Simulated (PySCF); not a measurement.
A PySCF script (with the pyscf-properties extension) for the NMR shieldings of `OB1OC[C@@H](CF)O1`, C$_{3}$H$_{6}$BFO$_{3}$, on a GFN2-xTB geometry:

```python
import basis_set_exchange as bse
import numpy as np
from pyscf import gto, dft
from pyscf.prop import nmr

atoms = """
O     2.674804    1.316437    0.690309
B     1.603434    0.520991    0.595778
O     1.401000   -0.570625    1.399004
C     0.186400   -1.183540    1.035743
C    -0.392413   -0.309829   -0.112583
C    -1.745670    0.302900    0.252292
F    -2.375153    0.783955   -0.864213
O     0.576088    0.696124   -0.313509
H     2.685001    2.037472    0.061339
H    -0.475104   -1.202287    1.907859
H     0.387810   -2.208239    0.711154
H    -0.502882   -0.873131   -1.047136
H    -1.616369    1.144770    0.938894
H    -2.407624   -0.455471    0.683079
"""
names = dict.fromkeys(["O", "B", "C", "F", "H"], "pcSseg-1")
basis = {el: gto.basis.parse(bse.get_basis(n, elements=[el], fmt="nwchem")) for el, n in names.items()}
mol = gto.M(atom=atoms, basis=basis, charge=0, verbose=0)
mf = dft.RKS(mol, xc="PBE0")
mf.grids.level = 2
mf.grids.alignment = dft.numint.BLKSIZE   # the property module wants whole blocks of grid points
mf.conv_tol = 1e-9
mf.kernel()

calc = nmr.RKS(mf)   # GIAO
C = mf.mo_coeff
Co = C[:, mf.mo_occ > 0]
resp = mf.gen_response(singlet=True, hermi=2)
def vind(x):   # induced exchange potential for any number of trial vectors
    d = np.einsum("pi,xij,qj->xpq", C, 2 * x.reshape(-1, C.shape[1], Co.shape[1]), Co, optimize=True)
    return np.einsum("xpq,pi,qj->xij", resp(d - d.transpose(0, 2, 1)), C, Co, optimize=True).ravel()
mo1, _ = nmr.rhf.solve_mo1(calc, with_cphf=vind)
sigma = calc.kernel(mo1)
for i, s in enumerate(sigma):   # ppm
    print("%2d %-2s %9.2f" % (i, mol.atom_pure_symbol(i), np.trace(s) / 3))
```

**Question.** What are the results?

**Answer.** 
```
 0 O     265.77
 1 B      77.75
 2 O     248.39
 3 C     116.74
 4 C     106.19
 5 C      94.21
 6 F     412.56
 7 O     221.31
 8 H      28.15
 9 H      27.91
10 H      27.13
11 H      26.87
12 H      26.96
13 H      27.35
```

These numbers come from an equivalent density-fitted implementation of the same equations, which agrees with the script to about 0.01 ppm for H and up to a few tenths of a ppm for heavy atoms, so last digits may differ.

Size and cost of the density-fitted run: 166 basis functions, 37 s wall time on 1 thread of an Intel Xeon, shared host; peak memory 0.74 GiB.
